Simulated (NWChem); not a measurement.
System: SeO2, triplet; SMILES of the neutral closed-shell parent O=[Se]=O

Excerpt of the output:

```
             Northwest Computational Chemistry Package (NWChem) 7.3.0
             --------------------------------------------------------

                             Geometry "geometry" -> ""
                             -------------------------

 Output coordinates in angstroms (scale by  1.889725989 to convert to a.u.)

  No.       Tag          Charge          X              Y              Z
 ---- ---------------- ---------- -------------- -------------- --------------
    1 O                    8.0000     1.22331800     0.00000000    -0.70640400
    2 Se                  34.0000     0.00000000     0.00000000     0.50311100
    3 O                    8.0000    -1.22331800     0.00000000    -0.70640400

 Effective nuclear repulsion energy (a.u.)     181.1808744197

                              NWChem Property Module
                              ----------------------

  itol2e modified to match energy
  convergence criterion.

                                 NWChem DFT Module
                                 -----------------

 Summary of "ao basis" -> "ao basis" (spherical)
 ------------------------------------------------------------------------------
       Tag                 Description            Shells   Functions and Types
 ---------------- ------------------------------  ------  ---------------------
 O                          def2-svp                 6       14   3s2p1d
 Se                         def2-svp                12       32   5s4p3d

  itol2e modified to match energy
  convergence criterion.

            General Information
            -------------------
          SCF calculation type: DFT
          Wavefunction type:  spin polarized.
          No. of atoms     :     3
          No. of electrons :    50
           Alpha electrons :    26
            Beta electrons :    24
          Charge           :     0
          Spin multiplicity:     3
          Use of symmetry is: off; symmetry adaption is: off
          Maximum number of iterations: 150
          AO basis - number of functions:    60
                     number of shells:    24
          Convergence on energy requested:  1.00D-07
          Convergence on density requested:  1.00D-05
          Convergence on gradient requested:  5.00D-04

              XC Information
              --------------
                         B3LYP Method XC Potential
                     Hartree-Fock (Exact) Exchange  0.200
                        Slater Exchange Functional  0.800 local
                    Becke 1988 Exchange Functional  0.720 non-local
              Lee-Yang-Parr Correlation Functional  0.810
                  VWN I RPA Correlation Functional  0.190 local

             Grid Information
             ----------------
          Grid used for XC integration:  fine
          Radial quadrature: Mura-Knowles
          Angular quadrature: Lebedev.
          Tag              B.-S. Rad. Rad. Pts. Rad. Cut. Ang. Pts.
          ---              ---------- --------- --------- ---------
          O                   0.60       70           7.0       590
          Se                  1.15      140           6.0       974
          Grid pruning is: on
          Number of quadrature shells:   280
          Spatial weights used:  Erf1

      Superposition of Atomic Density Guess
      -------------------------------------

 Sum of atomic energies:       -2548.89409298

      Non-variational initial energy
      ------------------------------

 Total energy =   -2548.915625
 1-e energy   =   -3911.068619
 2-e energy   =    1180.972120
 HOMO         =      -0.379677
 LUMO         =      -0.164925

   convergence    iter        energy       DeltaE   RMS-Dens  Diis-err
 ---------------- ----- ----------------- --------- --------- ---------
 d= 0,ls=0.0,diis     1  -2551.3648837353 -2.73D+03  1.42D-02  1.78D-01
                                                     1.54D-02  1.78D-01
 d= 0,ls=0.0,diis     2  -2551.1870240188  1.78D-01  8.34D-03  6.35D-01
                                                     9.16D-03  5.55D-01
 d= 0,ls=0.0,diis     3  -2551.4594144892 -2.72D-01  1.23D-03  1.69D-02
                                                     1.44D-03  2.04D-02
 d= 0,ls=0.0,diis     4  -2551.4660933013 -6.68D-03  3.65D-04  7.61D-04
                                                     2.51D-04  2.71D-04
 d= 0,ls=0.0,diis     5  -2551.4663297905 -2.36D-04  5.98D-05  6.41D-05
                                                     1.09D-04  1.03D-04
  Resetting Diis
 d= 0,ls=0.0,diis     6  -2551.4663568388 -2.70D-05  5.67D-05  9.12D-06
                                                     3.97D-05  1.15D-06
 d= 0,ls=0.0,diis     7  -2551.4663615152 -4.68D-06  1.73D-05  2.91D-07
                                                     6.89D-06  8.06D-08
 d= 0,ls=0.0,diis     8  -2551.4663615116  3.62D-09  5.70D-06  3.42D-07
                                                     8.91D-06  5.13D-07

         Total DFT energy =    -2551.466361511605
      One electron energy =    -3908.724558331180
           Coulomb energy =     1280.336376648067
    Exchange-Corr. energy =     -104.259054248231
 Nuclear repulsion energy =      181.180874419739

 Numeric. integr. density =       49.999999311114

                    DFT Final Alpha Molecular Orbital Analysis
                    ------------------------------------------

 Vector   24  Occ=1.000000D+00  E=-3.622092D-01
              MO Center= -1.0D-02, -3.1D-09, -3.8D-01, r^2= 2.4D+00
   Bfn.  Coefficient  Atom+Function         Bfn.  Coefficient  Atom+Function
  ----- ------------  ---------------      ----- ------------  ---------------
    52      0.416888  3 O  pz                 6      0.413271  1 O  pz
    55      0.301218  3 O  pz                 9      0.298948  1 O  pz
    28     -0.261730  2 Se pz                19     -0.241273  2 Se s
    25      0.155312  2 Se pz                18     -0.140342  2 Se s
    31     -0.126830  2 Se pz                17      0.113275  2 Se s

 Vector   25  Occ=1.000000D+00  E=-3.616933D-01
              MO Center= -8.4D-05,  1.4D-07, -6.7D-01, r^2= 2.0D+00
   Bfn.  Coefficient  Atom+Function         Bfn.  Coefficient  Atom+Function
  ----- ------------  ---------------      ----- ------------  ---------------
     5      0.472568  1 O  py                51     -0.472588  3 O  py
     8      0.327600  1 O  py                54     -0.327613  3 O  py
    42      0.075825  2 Se d -2              32     -0.040572  2 Se d -2

 Vector   26  Occ=1.000000D+00  E=-2.488190D-01
              MO Center= -5.7D-05, -1.9D-09,  1.4D-01, r^2= 2.2D+00
   Bfn.  Coefficient  Atom+Function         Bfn.  Coefficient  Atom+Function
  ----- ------------  ---------------      ----- ------------  ---------------
    30      0.509371  2 Se py                27      0.485145  2 Se py
     5     -0.327830  1 O  py                51     -0.327867  3 O  py
    24     -0.284168  2 Se py                 8     -0.264264  1 O  py
    54     -0.264294  3 O  py                21      0.091666  2 Se py
    43      0.073054  2 Se d -1              33     -0.032880  2 Se d -1

 Vector   27  Occ=0.000000D+00  E=-6.386696D-02
              MO Center= -4.5D-07,  7.6D-10,  4.6D-01, r^2= 2.4D+00
   Bfn.  Coefficient  Atom+Function         Bfn.  Coefficient  Atom+Function
  ----- ------------  ---------------      ----- ------------  ---------------
    29      0.855663  2 Se px                26      0.405790  2 Se px
     9     -0.291244  1 O  pz                55      0.291243  3 O  pz
     3     -0.286910  1 O  s                  6     -0.286507  1 O  pz
    49      0.286889  3 O  s                 52      0.286504  3 O  pz
    23     -0.249166  2 Se px                45     -0.129586  2 Se d  1

 Vector   28  Occ=0.000000D+00  E= 6.489024D-03
              MO Center= -1.2D-05,  3.4D-10,  2.3D-01, r^2= 2.4D+00
   Bfn.  Coefficient  Atom+Function         Bfn.  Coefficient  Atom+Function
  ----- ------------  ---------------      ----- ------------  ---------------
    31      0.980079  2 Se pz                 3      0.458085  1 O  s
    18     -0.457020  2 Se s                 49      0.458103  3 O  s
    19     -0.454614  2 Se s                 28      0.348564  2 Se pz
     7     -0.329736  1 O  px                53      0.329745  3 O  px
    17      0.264472  2 Se s                  4     -0.255352  1 O  px

 Vector   29  Occ=0.000000D+00  E= 2.014116D-01
              MO Center=  9.4D-06,  2.5D-09,  4.6D-01, r^2= 3.3D+00
   Bfn.  Coefficient  Atom+Function         Bfn.  Coefficient  Atom+Function
  ----- ------------  ---------------      ----- ------------  ---------------
    19      2.474475  2 Se s                 18     -2.038539  2 Se s
     3     -0.548637  1 O  s                 49     -0.548636  3 O  s
    17      0.495604  2 Se s                 31     -0.463150  2 Se pz
     7      0.150139  1 O  px                53     -0.150137  3 O  px
     9     -0.087662  1 O  pz                55     -0.087659  3 O  pz

                     DFT Final Beta Molecular Orbital Analysis
                     -----------------------------------------

 Vector   22  Occ=1.000000D+00  E=-3.939660D-01
              MO Center=  1.0D-04, -4.0D-08, -2.2D-01, r^2= 2.1D+00
   Bfn.  Coefficient  Atom+Function         Bfn.  Coefficient  Atom+Function
  ----- ------------  ---------------      ----- ------------  ---------------
    27      0.352569  2 Se py                30      0.337269  2 Se py
     5      0.315754  1 O  py                51      0.315704  3 O  py
    24     -0.222092  2 Se py                 8      0.216531  1 O  py
    54      0.216495  3 O  py                21      0.072180  2 Se py
    43     -0.061780  2 Se d -1              33      0.031144  2 Se d -1

 Vector   23  Occ=1.000000D+00  E=-3.095418D-01
              MO Center=  3.5D-05,  4.9D-09, -5.8D-01, r^2= 2.1D+00
   Bfn.  Coefficient  Atom+Function         Bfn.  Coefficient  Atom+Function
  ----- ------------  ---------------      ----- ------------  ---------------
     6      0.397533  1 O  pz                52      0.397532  3 O  pz
     9      0.315307  1 O  pz                55      0.315306  3 O  pz
    19     -0.198914  2 Se s                  4      0.156080  1 O  px
    50     -0.156042  3 O  px                18     -0.149923  2 Se s
     7      0.124161  1 O  px                53     -0.124135  3 O  px

 Vector   24  Occ=1.000000D+00  E=-3.010533D-01
              MO Center= -6.4D-05,  4.7D-09, -6.6D-01, r^2= 2.1D+00
   Bfn.  Coefficient  Atom+Function         Bfn.  Coefficient  Atom+Function
  ----- ------------  ---------------      ----- ------------  ---------------
     5      0.451986  1 O  py                51     -0.452000  3 O  py
     8      0.345929  1 O  py                54     -0.345941  3 O  py
    42      0.092439  2 Se d -2              32     -0.045071  2 Se d -2

 Vector   25  Occ=0.000000D+00  E=-1.971722D-01
              MO Center= -7.0D-05, -4.7D-09, -6.2D-01, r^2= 2.3D+00
   Bfn.  Coefficient  Atom+Function         Bfn.  Coefficient  Atom+Function
  ----- ------------  ---------------      ----- ------------  ---------------
     4      0.428782  1 O  px                50      0.428792  3 O  px
     7      0.346144  1 O  px                53      0.346154  3 O  px
    29      0.185594  2 Se px                 6      0.163270  1 O  pz
    52     -0.163295  3 O  pz                 9      0.112386  1 O  pz
    55     -0.112410  3 O  pz                 3     -0.052945  1 O  s

 Vector   26  Occ=0.000000D+00  E=-1.407499D-01
              MO Center= -3.4D-05, -2.8D-09,  1.0D-01, r^2= 2.3D+00
   Bfn.  Coefficient  Atom+Function         Bfn.  Coefficient  Atom+Function
  ----- ------------  ---------------      ----- ------------  ---------------
    30      0.530170  2 Se py                27      0.447759  2 Se py
     5     -0.327451  1 O  py                51     -0.327470  3 O  py
     8     -0.288624  1 O  py                54     -0.288644  3 O  py
    24     -0.268578  2 Se py                21      0.086715  2 Se py
    43      0.071728  2 Se d -1              33     -0.033277  2 Se d -1

[...]

          -----------------------
          Electric field gradient
          -----------------------

 1 a.u. = 0.324123 10**(16) esu/cm**3  ( or statvolts/cm**2 ) = 0.97174 10**(22) v/m**2

 ------------------------------------------------------------
   Atom      X         Y         Z
 ------------------------------------------------------------
    1 O    2.31174   0.00000  -1.33491
 ------------------------------------------------------------

 Electric field gradient in molecular frame (a.u.)
         XX             YY             ZZ             XY             XZ             YZ
 ------------------------------------------------------------------------------------------
       -1.340409       1.422183      -0.081774       0.000000       0.437851       0.000000

 Principal components (a.u.) and orientation
 of principal axis w.r.t. absolute frame                      Asymmetry parameter eta
 --------------------------------------------------------------------------------------
       -1.477743       1.422183       0.055560                       0.924805

        0.954166       0.000000       0.299278
       -0.000000       1.000000      -0.000000
       -0.299278       0.000000       0.954166

 ------------------------------------------------------------
   Atom      X         Y         Z
 ------------------------------------------------------------
    2 Se   0.00000   0.00000   0.95074
 ------------------------------------------------------------

 Electric field gradient in molecular frame (a.u.)
         XX             YY             ZZ             XY             XZ             YZ
 ------------------------------------------------------------------------------------------
       -3.488796       3.453782       0.035014       0.000000       0.000188      -0.000000

 Principal components (a.u.) and orientation
 of principal axis w.r.t. absolute frame                      Asymmetry parameter eta
 --------------------------------------------------------------------------------------
       -3.488796       3.453782       0.035014                       0.979928

        1.000000       0.000000       0.000053
       -0.000000       1.000000       0.000000
       -0.000053      -0.000000       1.000000

 ------------------------------------------------------------
   Atom      X         Y         Z
 ------------------------------------------------------------
    3 O   -2.31174   0.00000  -1.33491
 ------------------------------------------------------------

 Electric field gradient in molecular frame (a.u.)
         XX             YY             ZZ             XY             XZ             YZ
 ------------------------------------------------------------------------------------------
       -1.340427       1.422207      -0.081780      -0.000000      -0.437714       0.000000

 Principal components (a.u.) and orientation
 of principal axis w.r.t. absolute frame                      Asymmetry parameter eta
 --------------------------------------------------------------------------------------
       -1.477682       1.422207       0.055474                       0.924917

        0.954189      -0.000000      -0.299206
        0.000000       1.000000      -0.000000
        0.299206       0.000000       0.954189
```

Level: B3LYP/def2-SVP, spin-unrestricted. In the optimisation the excess spin sits in b1 and b2 (C2v, its own frame). The geometry was optimised at PBE-D3(BJ)/def2-SVP, spin-unrestricted. The spin multiplicity was typed, not searched, and may not be the lowest. No stability test was run on the SCF state. B3LYP is NWChem's, with the RPA form of VWN correlation. NWChem prints the field gradient with the sign opposite to the second derivative of the potential.

Question: Write an input that gives this output.

Answer: Several could match; the one computed here: the input that was run:
```
start job
memory heap 200 mb stack 700 mb global 900 mb
geometry units angstroms noautosym nocenter noautoz
  O      1.223318     0.000000    -0.706404
  Se     0.000000     0.000000     0.503111
  O     -1.223318     0.000000    -0.706404
end
basis spherical
  * library def2-svp
end
dft
  odft
  mult 3
  xc b3lyp
  iterations 150
end
property
  efieldgrad
end
task dft property
```
